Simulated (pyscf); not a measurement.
H₃Si–O–GaH₂ (SMILES [SiH3][O][GaH2]) → GaH (SMILES [GaH]) [singlet] + HO–SiH₃ (SMILES O[SiH3]), a 1,1-elimination (singlet surface; Ga–O, Ga–H broken, H–O formed). Optimised with ωB97X-D3(BJ)/def2-SVP in PySCF. MP2 and CC: frozen core, UHF for open shells. ΔMP2 is the change of the MP2 total energy from the triple- to the quadruple-zeta basis. Energies in kcal/mol from the reactant's lowest minimum found.

Small-basis levels: PySCF, no dispersion term, spherical d functions. 

Quick HF/3-21G single points give ΔE‡ = 80.7 kcal/mol and ΔE = +61.3 kcal/mol. What does CCSD(T)/def2-TZVPP + ΔMP2(QZVPP) give, and how far is the quick result from it?

CCSD(T)/def2-TZVPP + ΔMP2(QZVPP) gives ΔE‡ = 61.6 kcal/mol and ΔE = +37.7 kcal/mol. HF/3-21G lies 19.1 kcal/mol over it in the barrier and 23.6 kcal/mol over it in the reaction energy, so on this step it does not hold to within 3.0 kcal/mol. CCSD(T)/def2-TZVPP + ΔMP2(QZVPP) has limits of its own. On the product side the descent ends in an adduct with a Ga–O contact, 11.5 kcal/mol under the separated species and 35.0 kcal/mol under the saddle at ωB97X-D3(BJ)/def2-TZVP. What is counted as broken (Ga–O) persists as a longer contact in the product adduct; parting that adduct is a step of its own. At ωB97X-D3(BJ)/def2-TZVP the barrier from the zero used here is 64.7 kcal/mol. One saddle was located; it need not be the lowest between these sides. The CCSD(T) − MP2 part came from Ansatz, without density fitting, on the same reference. The frozen core leaves the outer d or s,p core shells of the metals and heavy elements correlated in the MP2 and CC values, and def2-TZVPP describes them poorly, which can shift differences by a few kcal/mol. In the def2 sets elements up to Kr have no core potential.
